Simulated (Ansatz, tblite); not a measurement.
Isomers of CdSe2⁻ (doublet), found by a short tight-binding search and relaxed with PBE0-D4/def2-TZVPD in Ansatz.

In the def2 sets Cd takes a core potential; there is no spin–orbit coupling. The xTB rows come from tblite. Correlated methods freeze 18 core orbitals; core or outer-core shells of Cd, Se are correlated, in sets that lack core-valence functions. In CCSD on the charge -1 doublet the largest single amplitude is 0.28, so its Hartree–Fock determinant may place the open shell otherwise than the density functionals do.

A: At PBE-D4/def2-TZVPD the highest occupied level of the charge -1 doublet lies above zero (up to 0.06 eV). It is a level of β spin, whose loss leaves a triplet; that state wasn't run at this geometry and level. The electron is either unbound and held by the finite basis, or the level is raised by self-interaction error. B: At PBE-D4/def2-TZVPD the gap within one spin of the charge -1 doublet nearly closes, so an electron or hole may be smeared out by delocalisation error.

Other spin states were run for one of them alone.

A:

```xyz
3

Cd    1.3349   -1.4396   -0.4836
Se   -0.1801    0.8301    1.2587
Se   -1.1547    0.6095   -0.7750
```

B:

```xyz
3

Cd    0.000    0.000    0.000
Se    1.151    1.855   -1.033
Se   -1.151   -1.855    1.033
```

**Question.** Estimate their order by electronic energy at ωB97M-V/def2-TZVPD, counted from the lowest.

**Answer.** B (0.00) < A (0.42), in eV.

**Question.** Do the other levels pick the same lowest one?

**Answer.** All that were run do. Energies above each level's lowest (eV):

```
                  level     A     B
               GFN2-xTB  1.41  0.00
           HF/def2-SVPD  0.87  0.00
      PBE-D4/def2-TZVPD  0.52  0.00
   r2SCAN-D4/def2-TZVPD  0.72  0.00
     PBE0-D4/def2-TZVPD  0.51  0.00
CAM-B3LYP-D4/def2-TZVPD  0.39  0.00
     ωB97M-V/def2-TZVPD  0.42  0.00
          MP2/def2-SVPD  0.60  0.00
         CCSD/def2-SVPD  0.62  0.00
      CCSD(T)/def2-SVPD  0.65  0.00
```
Point groups (tolerance 0.1 Å): A C2v, B D∞h. Lower isomers may exist.
